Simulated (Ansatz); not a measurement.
Basis-set extrapolation for `O[SiH2]N[Si](O)(Cl)Cl` (PBE0-D4/def2-TZVP geometry, frozen core, the Gaussian-basis code of Ansatz). Multiplicity 1, RHF reference.

```csv
,def2-TZVPP,def2-QZVPP
HF,-1704.391670,-1704.446056
MP2 correlation,-1.300728,-1.414835
CCSD(T) correlation,-1.408164,not run
```

Energies in hartree. Use E(X) = E(∞) + A·exp(−7.88·√X) for Hartree–Fock and E(X) = E(∞) + B·X^(−2.97) for correlation, with X = 3 and 4, and add CCSD(T) minus MP2 of the smaller set to the MP2 limit.

What is the CCSD(T) energy at the basis-set limit?

HF limit: -1704.446056 + (-0.054386) × 0.13774 = -1704.45355. MP2 limit: -1.414835 + (-0.114107) × 0.74074 = -1.49936. Higher-order term: -1.408164 − (-1.300728) = -0.10744. Total: -1706.06035 hartree, 684.0 kJ/mol below CCSD(T)/def2-TZVPP.
